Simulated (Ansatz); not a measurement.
Relaxation of a periodic cell of 13 atoms, Mg$_{12}$O (host Mg, host structure hcp, interstitial O), to a largest force component of 0.08 eV/Å in at most 25 steps.

Method: DFT PBEsol, scalar-relativistic, plane waves, PAW in Ansatz 0.2.0. Settings: accuracy low, cutoff 420 eV, k mesh 2x2x2, fermi-dirac smearing 0.05 eV, no spin polarisation.

```xyz
13
Lattice="6.4200 0.0000 0.0000 -4.8150 8.3398 0.0000 0.0000 0.0000 5.2130" Properties=species:S:1:pos:R:3:forces:R:3
Mg 0.000 0.000 0.000 -0.01 0.01 -0.09
Mg 0.000 1.853 2.607 0.04 -0.18 0.15
Mg -1.605 2.780 0.000 -0.27 0.25 0.13
Mg -1.605 4.633 2.607 -0.25 -0.17 -0.25
Mg -3.210 5.560 0.000 0.02 -0.36 0.13
Mg -3.210 7.413 2.607 0.00 0.23 0.07
Mg 3.210 0.000 0.000 -0.01 -0.22 -0.05
Mg 3.210 1.853 2.607 -0.02 0.34 -0.17
Mg 1.605 2.780 0.000 0.26 0.20 0.21
Mg 1.605 4.633 2.607 0.26 -0.22 -0.17
Mg 0.000 5.560 0.000 -0.01 0.20 -0.15
Mg 0.000 7.413 2.607 0.01 0.00 0.08
O 3.234 3.753 1.245 -0.02 -0.07 0.11
```

Task: Where does it end, and by what steps?

Result: It converged. The threshold is loose, so the end isn't yet a minimum. Limits of this set-up: coarse k mesh, low accuracy level. After 3 steps the energy has fallen by 0.124 eV; Mg11 moved furthest, 0.13 Å.

| step | energy less start (eV) | largest force component (eV/Å) | accepted |
| --- | --- | --- | --- |
| 0 | 0.0000 | 0.361 | yes |
| 1 | -0.1147 | 0.105 | yes |
| 2 | -0.1214 | 0.088 | yes |
| 3 | -0.1240 | 0.015 | yes |

```xyz
13
Lattice="6.4200 0.0000 0.0000 -4.8150 8.3398 0.0000 0.0000 0.0000 5.2130" Properties=species:S:1:pos:R:3
Mg -0.001 -0.001 0.008
Mg 0.003 1.805 2.714
Mg -1.648 2.835 0.015
Mg -1.621 4.616 2.539
Mg -3.211 5.502 -0.006
Mg -3.203 7.486 2.624
Mg 3.201 -0.070 -0.022
Mg 3.215 1.921 2.600
Mg 1.624 2.809 0.057
Mg 1.651 4.586 2.580
Mg 0.003 5.616 -0.113
Mg 0.006 7.413 2.590
O 3.214 3.713 1.297
```

Time of the run: 27 s on 1 thread of Arm Neoverse V1, on a shared host, peak memory 0.5 GiB.
